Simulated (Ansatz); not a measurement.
`[NH2][Y]([F])[Cl]` + HCl → `[F][Y]([Cl])[Cl]` + NH₃ at 298.15 K and 1 bar (ligand exchange at a Y–N bond).

Isolated molecules relaxed with PBE0-D4/def2-TZVP in Ansatz; ΔE leaves out vibrations. CCSD(T)/CBS adds triple-zeta CCSD(T) − MP2 to the extrapolated MP2 energy (def2 sets, frozen cores). This one scheme is used for every species. Elements past krypton have def2 core potentials. For Y outer-core shells are correlated without core-valence functions, which leaves a few kJ/mol of doubt a bond. One conformer a species, not always the lowest.

| species | CCSD(T)/CBS energy (Eh) | H − E (kJ/mol) | S (J/(mol·K)) |
| --- | --- | --- | --- |
| `[NH2][Y]([F])[Cl]` | -653.94368 | 90.6 | 354.7 |
| HCl | -460.38127 | 26.6 | 186.8 |
| `[F][Y]([Cl])[Cl]` | -1057.86408 | 27.7 | 349.7 |
| NH₃ | -56.50880 | 100.5 | 192.4 |

H − E and S are ideal-gas, rigid-rotor, harmonic terms from PBE0-D4/def2-TZVP, for one conformer and one mirror image of each species. 1 Eh = 2625.50 kJ/mol, R = 8.31446 J/(mol·K).

Q: By hand: ΔE, ΔH, ΔS and ΔG.

A: ΔE = (-1057.86408) + (-56.50880) − (-653.94368) − (-460.38127) = -0.04793 Eh = -125.8 kJ/mol. Δ(H − E) = 27.7 + 100.5 − 90.6 − 26.6 = 11.0, so ΔH = -114.8 kJ/mol. ΔS = 349.7 + 192.4 − 354.7 − 186.8 = 0.6 J/(mol·K). ΔG = -114.8 − 298.15 × (0.6)/1000 = -115.0 kJ/mol.

Q: By hand: the equilibrium constant, and the temperature at which ΔG would vanish if ΔH and ΔS stayed fixed.

A: log₁₀ K = −ΔG/(RT ln 10) = 20.1. ΔH and −TΔS have one sign here, so there is no such temperature.

The number of gas molecules stays the same, so ΔS is small and ΔH decides. A doubt of 5 kJ/mol in ΔE shifts log₁₀ K by 0.9 here. Other conformers and mirror images would add mixing entropy, several J/(mol·K) or more a flexible species. Modes under 60 cm⁻¹, often nearly free rotors, make the harmonic entropy too high. These are equilibria of isolated gas molecules and say nothing of rates. Largest T1 diagnostic: 0.013 (customary marks: 0.02 for closed shells, 0.045 for open ones).

ΔS is within the doubt of such terms, so its sign, and with it that verdict, could turn.
